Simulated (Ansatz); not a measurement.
HZn+, SMILES `[ZnH+]`. Charge 1, multiplicity 1.

Bond lengths: Zn1–H2 1.535 Å.

Problem. What are the harmonic wavenumbers in cm⁻¹ at PBE0-D4/def2-TZVP (Ansatz, finite differences of forces, unscaled)? (Best estimate.)

Solution. Ansatz gave: 1902.

Problem. Is this a minimum?

Solution. Yes, all 1 modes are real.

Problem. Give the ideal-gas thermochemistry at 298.15 K and 1 bar (rigid rotor, harmonic oscillator; point group C∞v, symmetry number 1).

Solution. Zero-point energy 11.4 kJ/mol; H(298) − E = 20.1 kJ/mol; entropy 197.4 J/(mol·K), of which translation 161.2, rotation 36.2, vibration 0.0; G(298) − E = -38.8 kJ/mol.

Problem. And at 400, 500, 600, 800 and 1000 K?

Solution. 
```csv
T (K),H − E (kJ/mol),S (J/mol/K),G − E (kJ/mol)
400,23.0,206.0,-59.4
500,26.0,212.7,-80.3
600,29.1,218.3,-101.9
800,35.4,227.4,-146.5
1000,42.1,234.8,-192.7
```

Problem. Rotational constants (cm⁻¹)?

Solution. 7.207.
